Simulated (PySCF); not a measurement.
C₂H₃ClF₂Si, SMILES Cl[SiH2]/C(=C\F)F. Atoms are numbered in the order given.

```xyz
9

F      2.2964     0.8008     0.7464
C      1.9508    -0.4226     0.3725
C      0.7906    -0.6610    -0.2470
F      0.5184    -1.9350    -0.5779
Si    -0.5141     0.6088    -0.7011
Cl    -2.1380     0.4167     0.5637
H      2.6849    -1.1978     0.6140
H     -0.9754     0.3284    -2.0855
H      0.0519     1.9732    -0.5655
```

Geometry optimised at PBE0-D3(BJ)/def2-SVP. The structure was generated by enumeration; whether it is a known compound was not checked. The values are those of a single conformer.

Level of theory: SMD-PBE0/def2-SVP in PySCF.

Solvation free energies are E(SMD) − E(gas) at the gas-phase geometry, for 1 M in both phases. In vacuum the dipole moment is 1.52 D.

Computed solvation free energies in water, 1-octanol, tetrahydrofuran:
```tsv
solvent	ΔG(solv) (kcal/mol)	its non-electrostatic (CDS) part	dipole (D)
water	1.7	4.7	2.05
1-octanol	-1.8	0.8	1.97
tetrahydrofuran	-1.9	0.5	1.95
```
